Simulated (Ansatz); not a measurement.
`F[Si](F)(F)[Ge]([F])([F])[Si](F)(F)F` → `[F][Ge][F]` + `F[Si](F)(F)[Si](F)(F)F`  (germylene formation by 1,1-elimination)

Isolated molecules relaxed with PBE0-D4/def2-TZVP in Ansatz; ΔE leaves out vibrations. CBS: MP2 limit from def2 TZ/QZ plus the TZ coupled-cluster correction, frozen cores. For Ge outer-core shells are correlated without core-valence functions, which leaves a few kJ/mol of doubt a bond. Scalar relativity is left out up to krypton. One conformer a species, not always the lowest.

| level | ΔE (kJ/mol) |
| --- | --- |
| CCSD(T)/def2-SVP | 35.0 |
| HF/def2-QZVPP | 24.1 |
| MP2/def2-QZVPP | 42.2 |
| CCSD/CBS(def2) | 30.5 |

**Question.** What does CCSD(T)/CBS give? (Estimate.)

**Answer.** Ansatz gave: +32.2 kJ/mol. The listed levels differ from it by 2.8, -8.1, 10.0, -1.7 kJ/mol.

Largest T1 diagnostic among the species: 0.015.

From r2SCAN to r2SCAN0 (25 % exact exchange), in def2-TZVPP and without D4, ΔE moves by +5.2 kJ/mol. Leaving LDA and LC-ωPBE aside and taking each functional with its dispersion term where it has one, the values, not all of them listed here, spread over 43.9 kJ/mol, from BLYP-D4 to PBE-QIDH. LDA lies +31.1 kJ/mol from PBE without D4.

CCSD(T)/CBS has its own doubt, a few kJ/mol and more with outer-core shells, so smaller differences from it don't rank the levels.
